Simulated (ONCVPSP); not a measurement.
Building the ONCV potential for Sc (Z = 21) (PBE, scalar-relativistic).

* Element: scandium (Sc)
* Generator: ONCVPSP 4.0.1
* Type: optimised norm-conserving Vanderbilt (ONCV)
* Functional: PBE
* Relativity: scalar-relativistic
* Frozen core: [Ar]
* Valence charge: 3
* Reference configuration: 3d1 4s1 4p1
* Partial waves: 4s: rc 2.65 bohr, ncon 3, nbas 6, qcut 2.5 1/bohr, 1 projector; 4p: rc 3.50 bohr, ncon 4, nbas 9, qcut 2.5 1/bohr, 2 projectors, debl 1.1 Ha; 3d: rc 2.45 bohr, ncon 4, nbas 9, qcut 7.6 1/bohr, 2 projectors, debl 0.6 Ha
* Local potential: polynomial inside 2.00 bohr (lpopt 5, dvloc0 6 Ha)
* Core correction: Teter function, fcfact 5.5, rcfact 1.65

All-electron outer shells of the reference configuration (PBE, scalar-relativistic, ld1.x):

| shell | level (eV) | outermost node (bohr) | outermost maximum (bohr) |
| --- | --- | --- | --- |
| 3s | -56.33 | 0.42 | 0.92 |
| 3p | -34.91 | 0.39 | 0.97 |
| 4s | -4.87 | 1.32 | 3.06 |
| 3d | -4.37 | – | 1.10 |
| 4p | -2.03 | 1.49 | 3.98 |

What the tests gave:

| Quantity | Value |
| --- | --- |
| Cutoffs needed | 18 Ha and 21 Ha (the cutoffs (Ha) at which the residual kinetic energy of the hardest occupied pseudo-wave falls to 1 and 0.1 mHa per electron) |
| Ghost test | no bound ghost flagged; no localised positive-energy state flagged |
| Largest excitation error | -310 meV (all-electron minus pseudo) for 3d1 4s0 4p0, out of 4 test configurations |
| rms error of d²Exc/dni dnj | 24.94 mHa without and 12.81 mHa with the model core |

Generation and tests took about 7 s on one core of a shared server CPU.
